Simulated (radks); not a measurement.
The caesium ion Cs2+ inside a hard spherical wall (all orbitals vanish at R), configuration held at [Kr] 4d10 5s2 5p5 and not refilled when levels cross. Method: scalar-relativistic Kohn-Sham, LDA (Slater exchange, VWN5 correlation), spin-unpolarised, spherical densities, point nucleus; computed with a radial shooting solver on a logarithmic mesh with Libxc functionals. Eigenvalues in eV, with the zero of energy where the potential of the charges vanishes at infinity; a dash marks a level that is unbound or too diffuse for the functional's potential to be trusted. A positive occupied level is held by the wall or, in an anion where self-interaction has pushed it up, behind a barrier. The pressure on the wall is -dE/dV.

| R (bohr) | E (hartree) | kinetic (hartree) | e(4p) | e(4d) | e(5s) | e(5p) | e(5d, empty) | e(6s, empty) | pressure (GPa) |
|---|---|---|---|---|---|---|---|---|---|
| free | -7779.8334 | 8195.177 | -177.55 | -91.261 | -42.893 | -28.960 | -12.425 | -11.926 | 0 |
| 20 | -7779.8334 | 8195.177 | -177.55 | -91.261 | -42.893 | -28.960 | -12.425 | -11.926 | < 0.0001 |
| 15 | -7779.8334 | 8195.177 | -177.55 | -91.261 | -42.893 | -28.960 | -12.425 | -11.926 | < 0.0001 |
| 10 | -7779.8334 | 8195.177 | -177.55 | -91.261 | -42.893 | -28.960 | -12.424 | -11.917 | < 0.0001 |
| 7 | -7779.8333 | 8195.179 | -177.54 | -91.256 | -42.889 | -28.956 | -12.339 | -11.484 | 0.0127 |
| 4 | -7779.6978 | 8196.260 | -175.31 | -89.072 | -41.181 | -26.945 | -7.397 | 3.117 | 44.4 |
| 3.5 | -7779.4212 | 8197.973 | -172.55 | -86.399 | -38.915 | -24.124 | -2.366 | 16.169 | 174 |
| 2 | -7767.0857 | 8247.855 | -133.79 | -48.768 | 17.980 | 44.719 | 90.170 | 225.91 | 18900 |
